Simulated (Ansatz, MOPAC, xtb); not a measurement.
**How methods differ on LiI (Lithium Iodide)**

LiI, singlet, SMILES `[Li][I]`. Each level relaxes the structure for itself.

Each level gives the harmonic wavenumber (cm⁻¹). The values are calculated.

Measured value to compare with: Huber and Herzberg, Constants of Diatomic Molecules gives the harmonic wavenumber of the gas as 498 cm⁻¹.

```
                                level                    kind  program  value (cm⁻¹)  computed − measured
                                  AM1          semi-empirical    MOPAC           655                 +157
                               PM6-D3          semi-empirical    MOPAC           489                   -9
                              PM6-DH+          semi-empirical    MOPAC           491                   -7
                             GFN2-xTB          semi-empirical      xtb           557                  +59
     SVWN5/def2-TZVP (core potential)                     LDA   Ansatz           504                   +6
PBE-D3(BJ)/def2-TZVP (core potential)                     GGA   Ansatz           493                   -5
    r2SCAN/def2-TZVP (core potential)                meta-GGA   Ansatz           495                   -3
  B3LYP-D4/def2-TZVP (core potential)           global hybrid   Ansatz           496                   -2
   wB97X-V/def2-TZVP (core potential)  range-separated hybrid   Ansatz           505                   +7
   CCSD(T)/def2-TZVP (core potential)   coupled cluster or CI   Ansatz           495                   -3
```

Nearest: B3LYP-D4/def2-TZVP (core potential) (-2 cm⁻¹); farthest: AM1 (+157 cm⁻¹). Computed less measured by kind, in cm⁻¹ (def2-TZVP rows): semi-empirical -9 to +157; LDA +6; GGA -5; meta-GGA -3; global hybrid -2; range-separated hybrid +7; coupled cluster or CI -3. Harmonic and unscaled. In the correlated wave-function rows the outer d shell of I is correlated, in sets not made for it.
